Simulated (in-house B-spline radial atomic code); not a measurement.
**Ionising neutral xenon with different functionals**

Computed with an all-electron radial atomic-structure program (B-spline basis): non-relativistic Hamiltonian, point nucleus, spin-polarised at highest spin, spherical fractional occupations for the functionals, and exact exchange of hybrids averaged over the configuration. The ionisation energy is the difference of two self-consistent energies, [Kr] 4d10 5s2 5p6 → [Kr] 4d10 5s2 5p5, without Breit or QED terms; ε is the level of the shell that loses the electron (its least bound occupied spin orbital). There is no spin-orbit coupling in this Hamiltonian.

```tsv
method	rung	ΔSCF (eV)	-ε(5p) (eV)
PBE0	global hybrid	12.47	9.57
B3LYP	global hybrid	12.45	9.29
TPSSh	global hybrid	12.52	8.91
M06-2X	global hybrid	12.43	10.83
BHandHLYP	global hybrid	12.37	10.66
r2SCAN0	global hybrid	12.66	9.79
B97-1	global hybrid	12.38	9.29
HSE06	range-separated hybrid	12.45	9.15
wB97X	range-separated hybrid	12.31	11.89
CAM-B3LYP	range-separated hybrid	12.44	10.89
LC-wPBE	range-separated hybrid	12.48	12.33
```

**Question.** Among the functionals, which spreads more, the ΔSCF values or the orbital energies?

**Answer.** The orbital energies: ΔSCF values span about 0.35 eV and the orbital energies 3.43 eV; here energy differences depend much less on the functional than eigenvalues do.

**Question.** How do they compare with the NIST value?

**Answer.** NIST lists 12.130 eV (measured, ground level to ground level). Errors run from +0.18 to +0.53 eV; wB97X is closest (+0.18 eV), but part of that can be cancellation, since the calculations leave out relativity, Breit-QED terms, multiplet and fine-structure energies.
